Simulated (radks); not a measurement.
Species: Tc XXXVII. Configuration: [He] 2s2 2p3.

Method: scalar-relativistic Kohn-Sham, LDA (Slater exchange, VWN5 correlation), spin-polarised, spherical densities, finite nucleus; open shells are filled with parallel spins first (spin-orbit coupling, left out, can overturn this in heavy ions); Fermi nuclear charge, rms radius 4.4112 fm; computed with a radial shooting solver on a logarithmic mesh with Libxc functionals.

Energy parts (hartree):
| part | energy |
|---|---|
| total | -2885.14086 |
| kinetic | 3009.12510 |
| electron-nucleus | -6080.62240 |
| Hartree | 236.55534 |
| exchange-correlation | -50.19890 |

Orbitals (lengths in bohr, moments of r in powers of bohr):
\begin{tabular}{lrrrr}
orbital & occ. & eigenvalue (hartree) & <r> & <r^4> \\ \hline
1s up & 1 & -863.1814 & 0.03424 & 6.450e-06 \\
1s down & 1 & -861.9851 & 0.03420 & 6.419e-06 \\
2s up & 1 & -193.6371 & 0.1430 & 0.0009598 \\
2s down & 1 & -191.8443 & 0.1436 & 0.0009769 \\
2p up & 3 & -184.8201 & 0.1231 & 0.0006437 \\
2p down & 0 & -182.6503 & 0.1238 & 0.0006597 \\
3s up & 0 & -80.86834 & 0.3357 & 0.02376 \\
3s down & 0 & -80.41551 & 0.3373 & 0.02421 \\
3p up & 0 & -78.13426 & 0.3202 & 0.02097 \\
3p down & 0 & -77.60865 & 0.3221 & 0.02148 \\
\end{tabular}

The highest occupied level is 2p up at -5029.2 eV. Summed over all electrons, <r^2> = 0.1063 bohr^2, which gives a Langevin (diamagnetic) susceptibility term of -0.0842 x 10^-6 cm^3/mol. For comparison, the ionisation energy in NIST's Atomic Spectra Database is 5060 eV (semi-empirical). In exact Kohn-Sham theory the highest level is minus the ionisation energy, but local and semilocal functionals leave it too shallow, through self-interaction and a potential that decays too fast; potentials with the right tail come closer. The electron density at the nucleus is 1.01e+05 e/bohr^3 (large components only). Spin moment in Bohr magnetons: 3. The spin density at the nucleus is -26.24 e/bohr^3 (1s -89.86, 2s 63.63). The density falls to 0.001 e/bohr^3 at r = 0.51 bohr.
